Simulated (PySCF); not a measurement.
Labels have come off several samples. The candidates:

A. `FC(c1c(CC)cccc1)(F)F`
B. SMILES C=CCOCC(C)=O
C. SMILES O(/C=C/C=C)COC

Spectrum 1. ¹H NMR (500 MHz, computed): δ 6.44 (m, 1H), 5.44 (m, 1H), 5.44 (m, 1H), 4.01 (d, 2H), 3.90 (s, 2H), 2.25 (s, 3H). ¹³C{¹H} NMR (computed): δ 218.7 (C), 146.1 (CH), 121.1 (CH2), 81.7 (CH2), 77.6 (CH2), 22.2 (CH3).

Spectrum 2. ¹H NMR (500 MHz, computed): δ 6.73 (d, 1H), 6.31 (m, 1H), 5.28 (m, 1H), 5.24 (m, 1H), 5.10 (s, 2H), 5.09 (m, 1H), 3.67 (s, 3H). ¹³C{¹H} NMR (computed): δ 155.9 (CH), 141.4 (CH), 117.8 (CH2), 111.0 (CH), 98.4 (CH2), 59.0 (CH3).

Spectrum 3. ¹H NMR (500 MHz, computed): δ 8.04 (m, 1H), 7.80 (m, 1H), 7.63 (d, 1H), 7.60 (m, 1H), 3.01 (q, 2H), 1.29 (t, 3H). ¹³C{¹H} NMR (computed): δ 151.9 (C), 137.8 (CH), 136.5 (CH), 134.4 (C), 133.7 (C), 132.5 (CH), 131.0 (CH), 31.3 (CH2), 21.6 (CH3).

One conformer, non-relativistic Hamiltonian, fast rotation and ring inversion assumed for equivalent nuclei, no solvent model. Geometry: GFN2-xTB; σ from GIAO-PBE0/pcSseg-1; PySCF.

Chemical shifts δ = σref − σ; ¹H (σref 31.72) and ¹³C (σref 186.93) vs TMS, all at this level. Splittings of carbon signals by F and P are missing where no couplings were computed. Where no couplings were computed, multiplicities follow the n + 1 count of equivalent neighbours, and m marks all less simple cases (inequivalent or close neighbours, rings, F or P nearby). Shifts are as computed. Against solution values, carbons near 30 ppm lie about +3 ppm off and those near 130 ppm about +5 ppm. Of 1211 compounds with measured shifts, 218 miss one by over three times the rms of a fit or turn the order of signals round; such compounds aren't used in these exercises.

**Question.** Which spectrum belongs to which compound?

**Answer.** 1–B, 2–C, 3–A.

- Spectrum 1 (B): 6 ¹³C signals; δC 218.7 is a ketone carbonyl carbon; δC 146.1 is an alkene CH.
- Spectrum 2 (C): 6 ¹³C signals; δC 155.9 is an alkene carbon bearing oxygen; δC 141.4 is an alkene CH.
- Spectrum 3 (A): 9 ¹³C signals; δC 137.8 is an aromatic CH; δC 136.5 is an aromatic CH.
